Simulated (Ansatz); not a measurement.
Total energies of CH3NO2Si.

```xyz
8

O    -0.2909    1.8100   -0.9954
C    -0.1428    0.6635   -0.3666
N    -1.0481   -0.1624    0.0388
Si    0.3363   -1.0657    0.5939
O     1.1366    0.3006   -0.1096
H    -1.2408    1.9427   -1.1121
H     0.6753   -2.3272   -0.0989
H     0.5743   -1.1615    2.0500
```

Charge 0, multiplicity 1. Geometry: relaxed with PBE0-D4/def2-TZVP. It is one conformer, not always the lowest. Basis def2-TZVPP, Ansatz.

RPA on PBE orbitals: Hartree–Fock energy of these orbitals -532.80400 Eh, correlation -1.45043 Eh (frozen core).

```tsv
functional	energy without D4 (Eh)	D4 term (kJ/mol)
LDA (SPW92)	-531.73165	–
PBE	-534.33047	-16.0
revPBE	-534.60816	-53.4
BLYP	-534.69232	-36.3
r2SCAN	-534.59717	-3.7
B97M-V	-534.61749	–
PBE0	-534.35677	-13.3
B3LYP	-534.76164	-26.0
r2SCANh	-534.57978	-3.9
r2SCAN0	-534.55504	-4.3
HSE06 (plane-wave form)	-534.33929	-12.3
BHLYP	-534.61436	-19.0
CAM-B3LYP	-534.66092	-13.3
LC-ωPBE	-534.50040	–
ωB97X-V	-534.61974	–
ωB97M-V	-534.65797	–
B2PLYP	-534.45685	–
PBE-QIDH	-534.23633	–
```

B3LYP takes the VWN-RPA correlation (the form of Gaussian; ORCA's B3LYP/G). HSE06 is the plane-wave form, built on full-range PBE exchange. The double hybrids freeze the cores in their second-order part.

LC-ωPBE has ω = 0.4 bohr⁻¹.
